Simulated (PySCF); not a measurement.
Be(Cl)(NH2) (BeClH₂N), SMILES [Be]([Cl])[NH2]. Atoms are numbered in the order given.

```xyz
5

Be     0.0000     0.0000     0.5433
Cl     0.0000     0.0000    -1.2761
N      0.0000     0.0000     2.0408
H      0.0000    -0.8247     2.6173
H      0.0000     0.8247     2.6173
```
Charge 0, spin multiplicity 1.

Coordinates come from a PBE0-D3(BJ)/def2-TZVP optimisation. Other conformers were not sampled.

Computed with PySCF with r2SCAN/def2-TZVPD.

Symmetry labels are those of the subgroup C2v that the program uses (full group C2v).

### Question
List the valence orbital energies around the gap with their symmetry. (The exact figures need the calculation; the answer reports its results.)

### Answer

```
orbital  symmetry  energy (eV)
-------  --------  -----------
HOMO−7         A1       -21.77
HOMO−6         A1       -20.86
HOMO−5         B2       -12.31
HOMO−4         A1       -10.56
HOMO−3         A1        -9.84
HOMO−2         B1        -8.26
HOMO−1         B2        -8.23
HOMO           B1        -6.49
LUMO           A1        -0.44
LUMO+1         B2        -0.04
LUMO+2         B1         0.76
LUMO+3         A1         0.92
```
